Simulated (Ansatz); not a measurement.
Gas-phase electronic energies from Ansatz, PBE0-D4/def2-TZVP geometries. CCSD(T)/CBS is the MP2 limit (def2-TZVPP, def2-QZVPP) plus CCSD(T) − MP2 in def2-TZVPP, frozen cores. This one scheme is used for every species. Functionals use def2-TZVPP. Triplets are unrestricted, without spin–orbit coupling. Each species was taken in one conformer, which may not be the lowest.

Reaction (formal loss of a carbene): `CCOB(C)F` → `CCOBF` + `[CH2]` (triplet)

```tsv
species	PBE0 energy (Eh)
`CCOB(C)F`	-318.94702
`CCOBF`	-279.64763
`[CH2]` (triplet)	-39.11614
```

Q: Work out ΔE.

A: ΔE = (-279.64763) + (-39.11614) − (-318.94702) = 0.18325 Eh = +481.1 kJ/mol. CCSD(T)/CBS gives +487.6 kJ/mol.

Largest T1 diagnostic among the species: 0.012.

From PBE to PBE0 (25 % exact exchange), in def2-TZVPP and without D4, ΔE moves by −6.4 kJ/mol. In def2-TZVPP, CCSD(T) changes the Hartree–Fock value by +137.1 kJ/mol (the triples alone add +10.8 kJ/mol) and MP2 by +148.9 kJ/mol.
